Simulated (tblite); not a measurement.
Compound: 2-ethyltetrahydrothiophene, C₆H₁₂S.
Numbering: `[CH3:1][CH2:2][C@H:3]1[CH2:4][CH2:5][CH2:6][S:7]1` (hydrogens: H8, H9, H10 on C1; H11, H12 on C2; H13 on C3; H14, H15 on C4; H16, H17 on C5; H18, H19 on C6)

Computed with GFN2-xTB (tblite), gas phase: Langevin dynamics at 300 K from the optimised GFN2-xTB geometry, time step 0.5 fs, friction 0.01 fs⁻¹, 2000 steps. The instantaneous temperature is 2·E(kin)/(3Nk) with all 3N coordinates.

```json
{"t (fs)": "0", "T (K)": "244", "E(pot) above start (eV)": "0.000", "C1–C2 (Å)": "1.523", "C2–C3 (Å)": "1.522", "C3–C4 (Å)": "1.525", "C4–C5 (Å)": "1.523", "C5–C6 (Å)": "1.518", "C1–H8 (Å)": "1.087", "C1–C2–C3–C4 (°)": "176"}
{"t (fs)": "50", "T (K)": "236", "E(pot) above start (eV)": "0.321", "C1–C2 (Å)": "1.537", "C2–C3 (Å)": "1.563", "C3–C4 (Å)": "1.532", "C4–C5 (Å)": "1.529", "C5–C6 (Å)": "1.501", "C1–H8 (Å)": "1.096", "C1–C2–C3–C4 (°)": "178"}
{"t (fs)": "100", "T (K)": "197", "E(pot) above start (eV)": "0.419", "C1–C2 (Å)": "1.534", "C2–C3 (Å)": "1.564", "C3–C4 (Å)": "1.583", "C4–C5 (Å)": "1.511", "C5–C6 (Å)": "1.519", "C1–H8 (Å)": "1.035", "C1–C2–C3–C4 (°)": "179"}
{"t (fs)": "150", "T (K)": "266", "E(pot) above start (eV)": "0.601", "C1–C2 (Å)": "1.524", "C2–C3 (Å)": "1.509", "C3–C4 (Å)": "1.501", "C4–C5 (Å)": "1.576", "C5–C6 (Å)": "1.513", "C1–H8 (Å)": "1.119", "C1–C2–C3–C4 (°)": "-177"}
{"t (fs)": "200", "T (K)": "280", "E(pot) above start (eV)": "0.816", "C1–C2 (Å)": "1.526", "C2–C3 (Å)": "1.503", "C3–C4 (Å)": "1.482", "C4–C5 (Å)": "1.547", "C5–C6 (Å)": "1.486", "C1–H8 (Å)": "1.076", "C1–C2–C3–C4 (°)": "177"}
{"t (fs)": "250", "T (K)": "361", "E(pot) above start (eV)": "0.699", "C1–C2 (Å)": "1.520", "C2–C3 (Å)": "1.538", "C3–C4 (Å)": "1.547", "C4–C5 (Å)": "1.495", "C5–C6 (Å)": "1.595", "C1–H8 (Å)": "1.091", "C1–C2–C3–C4 (°)": "171"}
{"t (fs)": "300", "T (K)": "331", "E(pot) above start (eV)": "0.661", "C1–C2 (Å)": "1.509", "C2–C3 (Å)": "1.539", "C3–C4 (Å)": "1.537", "C4–C5 (Å)": "1.553", "C5–C6 (Å)": "1.500", "C1–H8 (Å)": "1.059", "C1–C2–C3–C4 (°)": "167"}
{"t (fs)": "350", "T (K)": "280", "E(pot) above start (eV)": "0.658", "C1–C2 (Å)": "1.528", "C2–C3 (Å)": "1.508", "C3–C4 (Å)": "1.511", "C4–C5 (Å)": "1.546", "C5–C6 (Å)": "1.536", "C1–H8 (Å)": "1.108", "C1–C2–C3–C4 (°)": "170"}
{"t (fs)": "400", "T (K)": "179", "E(pot) above start (eV)": "0.744", "C1–C2 (Å)": "1.556", "C2–C3 (Å)": "1.544", "C3–C4 (Å)": "1.500", "C4–C5 (Å)": "1.570", "C5–C6 (Å)": "1.562", "C1–H8 (Å)": "1.047", "C1–C2–C3–C4 (°)": "171"}
{"t (fs)": "450", "T (K)": "294", "E(pot) above start (eV)": "0.634", "C1–C2 (Å)": "1.533", "C2–C3 (Å)": "1.529", "C3–C4 (Å)": "1.497", "C4–C5 (Å)": "1.529", "C5–C6 (Å)": "1.493", "C1–H8 (Å)": "1.109", "C1–C2–C3–C4 (°)": "-176"}
{"t (fs)": "500", "T (K)": "302", "E(pot) above start (eV)": "0.647", "C1–C2 (Å)": "1.496", "C2–C3 (Å)": "1.532", "C3–C4 (Å)": "1.557", "C4–C5 (Å)": "1.539", "C5–C6 (Å)": "1.571", "C1–H8 (Å)": "1.066", "C1–C2–C3–C4 (°)": "178"}
{"t (fs)": "550", "T (K)": "392", "E(pot) above start (eV)": "0.502", "C1–C2 (Å)": "1.572", "C2–C3 (Å)": "1.484", "C3–C4 (Å)": "1.496", "C4–C5 (Å)": "1.500", "C5–C6 (Å)": "1.513", "C1–H8 (Å)": "1.100", "C1–C2–C3–C4 (°)": "179"}
{"t (fs)": "600", "T (K)": "416", "E(pot) above start (eV)": "0.469", "C1–C2 (Å)": "1.509", "C2–C3 (Å)": "1.512", "C3–C4 (Å)": "1.566", "C4–C5 (Å)": "1.547", "C5–C6 (Å)": "1.511", "C1–H8 (Å)": "1.083", "C1–C2–C3–C4 (°)": "177"}
{"t (fs)": "650", "T (K)": "365", "E(pot) above start (eV)": "0.678", "C1–C2 (Å)": "1.494", "C2–C3 (Å)": "1.580", "C3–C4 (Å)": "1.519", "C4–C5 (Å)": "1.502", "C5–C6 (Å)": "1.539", "C1–H8 (Å)": "1.073", "C1–C2–C3–C4 (°)": "173"}
{"t (fs)": "700", "T (K)": "288", "E(pot) above start (eV)": "0.755", "C1–C2 (Å)": "1.566", "C2–C3 (Å)": "1.491", "C3–C4 (Å)": "1.480", "C4–C5 (Å)": "1.525", "C5–C6 (Å)": "1.533", "C1–H8 (Å)": "1.138", "C1–C2–C3–C4 (°)": "176"}
{"t (fs)": "750", "T (K)": "266", "E(pot) above start (eV)": "0.637", "C1–C2 (Å)": "1.480", "C2–C3 (Å)": "1.577", "C3–C4 (Å)": "1.513", "C4–C5 (Å)": "1.518", "C5–C6 (Å)": "1.486", "C1–H8 (Å)": "1.068", "C1–C2–C3–C4 (°)": "175"}
{"t (fs)": "800", "T (K)": "233", "E(pot) above start (eV)": "0.840", "C1–C2 (Å)": "1.570", "C2–C3 (Å)": "1.520", "C3–C4 (Å)": "1.546", "C4–C5 (Å)": "1.528", "C5–C6 (Å)": "1.549", "C1–H8 (Å)": "1.113", "C1–C2–C3–C4 (°)": "180"}
{"t (fs)": "850", "T (K)": "272", "E(pot) above start (eV)": "0.594", "C1–C2 (Å)": "1.541", "C2–C3 (Å)": "1.533", "C3–C4 (Å)": "1.514", "C4–C5 (Å)": "1.508", "C5–C6 (Å)": "1.512", "C1–H8 (Å)": "1.068", "C1–C2–C3–C4 (°)": "-176"}
{"t (fs)": "900", "T (K)": "261", "E(pot) above start (eV)": "0.579", "C1–C2 (Å)": "1.485", "C2–C3 (Å)": "1.550", "C3–C4 (Å)": "1.524", "C4–C5 (Å)": "1.560", "C5–C6 (Å)": "1.500", "C1–H8 (Å)": "1.103", "C1–C2–C3–C4 (°)": "180"}
{"t (fs)": "950", "T (K)": "271", "E(pot) above start (eV)": "0.546", "C1–C2 (Å)": "1.500", "C2–C3 (Å)": "1.556", "C3–C4 (Å)": "1.492", "C4–C5 (Å)": "1.492", "C5–C6 (Å)": "1.512", "C1–H8 (Å)": "1.133", "C1–C2–C3–C4 (°)": "-174"}
{"t (fs)": "1000", "T (K)": "264", "E(pot) above start (eV)": "0.884", "C1–C2 (Å)": "1.510", "C2–C3 (Å)": "1.526", "C3–C4 (Å)": "1.593", "C4–C5 (Å)": "1.554", "C5–C6 (Å)": "1.515", "C1–H8 (Å)": "1.053", "C1–C2–C3–C4 (°)": "-178"}
```

Task: From 500 fs on, how do temperature and potential energy compare with equipartition?

Result: The mean temperature of these 11 frames is 303 K against the target 300 K, and the mean potential energy 0.65 eV against 51 × kT/2 = 0.66 eV for 51 classical harmonic modes. For 19 atoms in a canonical ensemble the temperature itself scatters by T·√(2/(3N)) = 56 K; here its standard deviation is 57 K. The whole run lasts only 10 friction times of 100 fs, so these averages carry a wide statistical error.

Task: What are the kinetic and total energies of the listed frame with the highest potential energy?

Result: The one at 1000 fs, 0.884 eV above the start. Its kinetic energy is 3NkT/2 = 0.649 eV at 264 K, so the sum is 1.53 eV; over the listed frames the sum runs from 0.60 to 1.58 eV, since the thermostat adds and removes energy.

Task: How much do the listed bonds fluctuate from 500 fs on?

Result: 
```csv
bond,at the start (Å),mean (Å),standard deviation (Å)
C1–C2,1.523,1.520,0.034
C2–C3,1.522,1.533,0.030
C3–C4,1.525,1.527,0.033
C4–C5,1.523,1.525,0.022
C5–C6,1.518,1.522,0.023
C1–H8,1.087,1.091,0.027
```

The motion is classical and holds no zero-point motion.

The cost below is that of the whole dynamics run. The run took 13 s wall on an Intel Xeon Platinum 8488C with one thread, no GPU (shared host), and the process peaked at 0.18 GiB of memory.
